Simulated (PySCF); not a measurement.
Ligands exchanged one at a time, B H-SH. Isolated molecules, 0 K electronic values unless said otherwise. One relaxed conformer stands for each flexible species; it need not be the lowest. Strings in code marks are SMILES.

These are B3LYP-D3(BJ)/def2-TZVP (PySCF) values and carry that method's errors. B3LYP has the VWN-RPA correlation part, as in Gaussian. Excitations are Tamm–Dancoff values on a coarser integration grid. The basis has no diffuse functions, so Rydberg states are missing or too high.

```tsv
species	S1 excitation (TDA) (eV)	HOMO (eV)	S1 oscillator strength
0 of 3 H replaced by SH (`B`)	–	-9.75	–
1 of 3 H replaced by SH (`BS`)	6.15	-8.19	[?]
2 of 3 H replaced by SH (`SBS` (H–S–B–S torsion 0°, S–B–S–H torsion 0°))	5.83	-7.39	0.000
3 of 3 H replaced by SH (`SB(S)S`)	5.32	[?]	0.000
```

Task: What belongs in the gaps?

Result: 
- 1 of 3 H replaced by SH (`BS`), S1 oscillator strength: 0.000
- 3 of 3 H replaced by SH (`SB(S)S`), HOMO (eV): -7.29
